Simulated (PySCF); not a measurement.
## Li⁻ (lithium, charge -1) across methods

[He] 2s2, closed-shell 1S. All numbers are calculated (PySCF 2.14, scalar relativity by spin-free X2C-1e, in x2c-TZVPPall with one added diffuse shell each of s, p type (6s4p1d, 23 functions)). The B2PLYP total includes its PT2 part (frozen core); its orbital energies are those of the SCF part.

| method | E (hartree) | mean ε 1s (eV) | mean ε 2s (eV) | Σ⟨r²⟩ (bohr²) | ⟨S²⟩ |
| --- | --- | --- | --- | --- | --- |
| PBE | -7.4811 | -46.892 | 0.934 | 72.83 | 0.000 |
| r2SCAN | -7.4965 | -48.602 | 0.869 | 74.34 | 0.000 |
| wB97M-V | -7.4906 | -53.953 | -0.525 | 81.11 | 0.000 |
| UHF | -7.42852 | -63.089 | -0.352 | 79.28 | 0.000 |
| LDA | -7.3658 | -46.219 | 0.882 | 75.37 | 0.000 |
| BLYP | -7.4994 | -47.090 | 1.090 | 75.18 | 0.000 |
| PBEsol | -7.4158 | -46.490 | 0.928 | 74.35 | 0.000 |
| PBE0 | -7.4857 | -51.023 | 0.506 | 71.61 | 0.000 |
| B2PLYP | -7.4863 | -55.653 | 0.249 | 74.96 | 0.000 |

The highest occupied level is positive at PBE, r2SCAN, LDA, BLYP, PBEsol, PBE0, B2PLYP: only the finite basis holds that electron, which in a density functional comes from self-interaction.
